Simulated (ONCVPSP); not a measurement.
P ONCV: all-electron and pseudo phase curves

* Element: P (Z = 15)
* Generator: ONCVPSP 4.0.1
* Type: optimised norm-conserving Vanderbilt (ONCV)
* Functional: PBE
* Relativity: scalar-relativistic
* Frozen core: [Ne]
* Valence charge: 5
* Reference configuration: 3s2 3p3
* Partial waves: 3s: rc 1.65 bohr, ncon 4, nbas 8, qcut 4.1 1/bohr, 2 projectors, debl 3.2 Ha; 3p: rc 1.95 bohr, ncon 4, nbas 8, qcut 4.9 1/bohr, 2 projectors, debl 2.5 Ha; d scattering state at 0.42 Ha: rc 1.75 bohr, ncon 4, nbas 9, qcut 5.9 1/bohr, 1 projector
* Local potential: polynomial inside 1.60 bohr (lpopt 1, dvloc0 2 Ha)
* Core correction: none

The phase is arctan(r·R′/R) of the radial function R(r), unwrapped; energies in Ha, scanned from -2 to 5 Ha. A pole is an energy at which the radial function vanishes at the test radius. The pseudo phase is shifted by a multiple of π to meet the all-electron one at the reference energy, and phase errors are pseudo minus all-electron; the curves can meet again beyond the range given. Levels narrower than the energy grid can be missing from the lists of poles.

```csv
channel,radius (bohr),reference energy (Ha),"poles, all-electron","poles, pseudo",unbroken range about the reference energy with phases within 0.05 rad,phase error 1 Ha above the reference energy (rad)
s,1.68,-0.51,1.73,1.72,below 4.6,-0.000
p,1.97,-0.20,1.18,1.18,the whole range,-0.000
d,1.77,0.42,2.13,2.24,below 2.9,+0.007
```

Phases in the p channel:

| E (Ha) | all-electron | pseudo |
| --- | --- | --- |
| -1.98 | 1.148 | 1.147 |
| -1.80 | 1.107 | 1.106 |
| -1.62 | 1.054 | 1.053 |
| -1.44 | 0.984 | 0.983 |
| -1.26 | 0.887 | 0.886 |
| -1.08 | 0.747 | 0.746 |
| -0.90 | 0.535 | 0.534 |
| -0.72 | 0.217 | 0.216 |
| -0.54 | -0.201 | -0.201 |
| -0.36 | -0.608 | -0.608 |
| -0.18 | -0.908 | -0.908 |
| 0.00 | -1.108 | -1.108 |
| 0.18 | -1.242 | -1.242 |
| 0.36 | -1.337 | -1.337 |
| 0.54 | -1.408 | -1.409 |
| 0.72 | -1.464 | -1.464 |
| 0.90 | -1.510 | -1.511 |
| 1.08 | -1.550 | -1.551 |
| 1.26 | -1.586 | -1.587 |
| 1.44 | -1.620 | -1.621 |
| 1.62 | -1.654 | -1.654 |
| 1.80 | -1.688 | -1.688 |
| 1.98 | -1.725 | -1.725 |
| 2.16 | -1.766 | -1.766 |
| 2.34 | -1.815 | -1.815 |
| 2.52 | -1.877 | -1.877 |
| 2.70 | -1.959 | -1.960 |
| 2.88 | -2.077 | -2.079 |
| 3.06 | -2.261 | -2.265 |
| 3.24 | -2.565 | -2.576 |
| 3.42 | -3.036 | -3.060 |
| 3.60 | -3.553 | -3.581 |
| 3.78 | -3.919 | -3.943 |
| 3.96 | -4.138 | -4.158 |
| 4.14 | -4.274 | -4.290 |
| 4.32 | -4.364 | -4.378 |
| 4.50 | -4.428 | -4.441 |
| 4.68 | -4.476 | -4.489 |
| 4.86 | -4.513 | -4.526 |
